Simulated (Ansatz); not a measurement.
Ga3N3H12, a cluster cut from zinc blende GaN (hydrogen-capped). Total charge 0; singlet. Geometry PBE0-D4/def2-SVP, basis def2-TZVP, Ansatz.

```
run  HOMO (eV)  LUMO (eV)
  A      -7.71       0.00
  B      -7.92       0.31
  C      -6.78      -0.31
  D      -6.47      -0.82
  E      -7.31      -0.37
  F     -10.45       2.08
```

LC-ωPBE has ω = 0.4 bohr⁻¹. HSE06 is defined as in plane-wave codes, on full-range PBE exchange. Another isomer (singlet) lies 0.14 eV lower at PBE0-D4/def2-TZVP; other spin states weren't run for this one.

Problem. The runs used HSE06, LC-ωPBE, PBE, PBE0, r2SCAN, r2SCAN0. Estimate which is which.

Solution. A PBE0 (25 % exact exchange); B r2SCAN0 (25 % exact exchange); C r2SCAN (0 % exact exchange); D PBE (0 % exact exchange); E HSE06 (range-separated); F LC-ωPBE (range-separated). Exact exchange lowers occupied and raises empty levels; among semilocal functionals meta-GGAs tend to open the gap a little, and such runs are hard to tell apart. The gap grows from 5.65 eV (PBE) to 12.53 eV (LC-ωPBE).
